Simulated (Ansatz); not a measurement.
CH5GeS (`[CH3][GeH2][S]`) radical, relaxed with UKS PBE-D4/def2-SVP in Ansatz 0.2.0 from a rough embedded geometry. The force threshold is 0.03 eV/Å; the program also tests the step.

Total charge 0; spin multiplicity 2.

Start:

```xyz
8

C     0.956   -0.068   -0.287
Ge   -0.834   -0.086    0.287
S    -1.732    1.819   -0.186
H     1.558    0.782    0.247
H     1.043    0.081   -1.401
H     1.494   -1.049   -0.089
H    -0.879   -0.300    1.835
H    -1.607   -1.180   -0.404
```

| step | energy (eV) | largest force (eV/Å) | largest move (Å) |
| --- | --- | --- | --- |
| 1 | -68445.2513 | 2.581 | 0.000 |
| 2 | -68445.4561 | 1.053 | 0.131 |
| 3 | -68445.4769 | 0.123 | 0.023 |
| 4 | -68445.4785 | 0.034 | 0.016 |
| 5 | -68445.4788 | 0.017 | 0.009 |
| 6 | -68445.4788 | 0.003 | 0.008 |

End:

```xyz
8

C     1.042   -0.079   -0.311
Ge   -0.837   -0.081    0.267
S    -1.840    1.874   -0.095
H     1.589    0.737    0.198
H     1.102    0.076   -1.405
H     1.515   -1.050   -0.060
H    -0.939   -0.243    1.815
H    -1.633   -1.234   -0.410
```

Run time 7.5 s (4 threads of an AMD EPYC 9R45 on a shared host); peak host memory 0.23 GiB.
